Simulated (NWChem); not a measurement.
SnNH₂Br, singlet; SMILES [NH2][Sn][Br]

```xyz
5

Sn     0.3264     0.9069     0.0000
Br    -0.0079    -1.6345     0.0000
N     -1.6582     1.2949     0.0000
H     -2.3730     0.5720     0.0000
H     -2.0631     2.2266     0.0000
```
Atoms are numbered in this order, from 1.

Low-valent species are run as closed-shell singlets; no triplet was tried in these runs. Structure relaxed at the PBE0/def2-SVP level. def2 effective core potentials on Sn; no spin-orbit coupling.

Symmetry labels are those of Cs in the frame above (b1 and b2, or b-type labels, depend on it).

**Question.** List the 4 lowest vertical singlet excitations from PBE/def2-SVP with def2 effective core potentials on Sn, full TDDFT (NWChem).

**Answer.** 
```
state  energy (eV)  oscillator strength  symmetry  leading excitation (squared amplitude)
-----  -----------  -------------------  --------  --------------------------------------
S1            3.65                0.007        a"                    HOMO−1 → LUMO (0.86)
S2            4.09                0.026        a'                      HOMO → LUMO (0.71)
S3            4.32                0.027        a"                    HOMO−2 → LUMO (0.85)
S4            4.89                0.005        a"                    HOMO → LUMO+1 (0.99)
```
